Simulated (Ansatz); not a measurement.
`F[Si](F)(Cl)N[SiH2]Cl` and `F[Si](F)(Cl)[SiH2]Cl` differ in one atom or group.

Ansatz, PBE0-D4/def2-TZVP geometries, multiplicity 1. Each molecule was computed in one conformer, which needn't be the lowest.

```
                               property  `F[Si](F)(Cl)N[SiH2]Cl`
      HOMO energy (PBE/def2-TZVPP) / eV                    -7.44
  LUMO energy (ωB97M-V/def2-TZVPP) / eV                     1.60
   HOMO–LUMO gap (PBE0/def2-TZVPP) / eV                     8.87
  HOMO energy (ωB97M-V/def2-TZVPP) / eV                   -11.19
HOMO–LUMO gap (ωB97M-V/def2-TZVPP) / eV                    12.78
     HOMO energy (PBE0/def2-TZVPP) / eV                    -8.89
```

(1) Give the same properties after the change, and the shifts. (Estimate.)

## Answers

(1) Computed: 
```
                               property  `F[Si](F)(Cl)[SiH2]Cl`  shift
      HOMO energy (PBE/def2-TZVPP) / eV                   -7.51  -0.07
  LUMO energy (ωB97M-V/def2-TZVPP) / eV                    0.69  -0.91
   HOMO–LUMO gap (PBE0/def2-TZVPP) / eV                    7.63  -1.24
  HOMO energy (ωB97M-V/def2-TZVPP) / eV                  -10.86   0.33
HOMO–LUMO gap (ωB97M-V/def2-TZVPP) / eV                   11.55  -1.23
     HOMO energy (PBE0/def2-TZVPP) / eV                   -8.80   0.09
```

With PBE0 the HOMO rises by 0.09 eV and the LUMO falls by 1.13 eV, so the gap narrows by about 1.22 eV. PBE moves the HOMO by -0.07 eV and ωB97M-V by 0.33 eV.
